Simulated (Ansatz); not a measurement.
Geometry optimisation, Ansatz, RKS B3LYP-D4/def2-SVP.

The input (input.yaml):

```yaml
crystal:
  periodic: [false, false, false]
  atoms:
    - { symbol: B, position_ang: [-0.076999, 0.651174, -0.174202] }
    - { symbol: "N", position_ang: [-0.223756, -0.646248, 2.248932] }
    - { symbol: H, position_ang: [-0.900099, -0.936915, 2.960495] }
    - { symbol: H, position_ang: [0.700924, -0.756689, 2.67155] }
    - { symbol: O, position_ang: [1.163132, 0.097744, -0.355476] }
    - { symbol: H, position_ang: [1.149932, -0.828414, -0.617407] }
    - { symbol: O, position_ang: [-1.263522, 0.164694, -0.651307] }
    - { symbol: H, position_ang: [-1.222904, -0.744698, -0.971541] }
    - { symbol: "N", position_ang: [-0.128901, 1.967338, 0.534571] }
    - { symbol: H, position_ang: [-1.053597, 2.389413, 0.514189] }
    - { symbol: Si, position_ang: [1.228406, 2.951113, 1.019184] }
    - { symbol: H, position_ang: [2.25444, 2.109351, 1.704366] }
    - { symbol: H, position_ang: [1.903704, 3.680013, -0.107055] }
    - { symbol: H, position_ang: [0.715543, 3.98641, 1.976831] }
    - { symbol: H, position_ang: [-0.342803, 0.380016, 2.132969] }
basis:
  gaussian: { orbitals: def2-SVP }
hamiltonian:
  xc: b3lyp
  dispersion: d4
relax:
  f_tol: 0.03
  max_steps: 50
```

Command:

```bash
$ ansatz run input.yaml --threads 4 --pin off --max-ram 5120MiB --backend cpu --events-out ev --progress --plain --runs-dir out
```

Task: Where does it end, and by what steps?

Result: The forces met the threshold. The force dipped under the threshold on the way, but the program's further checks kept it going. After 35 steps the energy has fallen by 0.411 eV; H3 moved furthest, 2.64 Å.

| step | energy less start (eV) | largest force component (eV/Å) | accepted |
| --- | --- | --- | --- |
| 0 | 0.0000 | 1.476 | yes |
| 2 | -0.0777 | 0.142 | yes |
| 4 | -0.0835 | 0.174 | yes |
| 6 | -0.0899 | 0.285 | yes |
| 8 | -0.1047 | 0.206 | yes |
| 10 | -0.1358 | 0.811 | yes |
| 12 | -0.2191 | 0.783 | yes |
| 14 | -0.3101 | 0.203 | yes |
| 16 | -0.3456 | 0.543 | yes |
| 18 | -0.3792 | 0.071 | yes |
| 20 | -0.3906 | 0.306 | yes |
| 22 | -0.4004 | 0.096 | yes |
| 24 | -0.4053 | 0.105 | yes |
| 26 | -0.4079 | 0.030 | yes |
| 28 | -0.4048 | 0.114 | no |
| 30 | -0.4096 | 0.079 | yes |
| 32 | -0.4105 | 0.035 | yes |
| 34 | -0.4111 | 0.043 | yes |
| 35 | -0.4112 | 0.026 | yes |

```xyz
15
Properties=species:S:1:pos:R:3
B -0.223 1.315 0.476
N -0.093 -1.961 1.841
H -0.179 -2.645 1.086
H 0.708 -2.264 2.402
O 0.764 0.699 1.192
H 0.524 -0.219 1.439
O -1.410 0.692 0.140
H -1.432 -0.212 0.475
N -0.012 2.666 0.054
H -0.757 3.098 -0.482
Si 1.416 3.608 0.391
H 1.661 3.784 1.854
H 2.654 3.026 -0.208
H 1.195 4.958 -0.213
H -0.913 -2.081 2.440
```

Whether the end is a true minimum wasn't checked by a vibrational analysis.

Time of the run: 89 s on 4 threads of Arm Neoverse V1, on a shared host, peak memory 0.34 GiB.
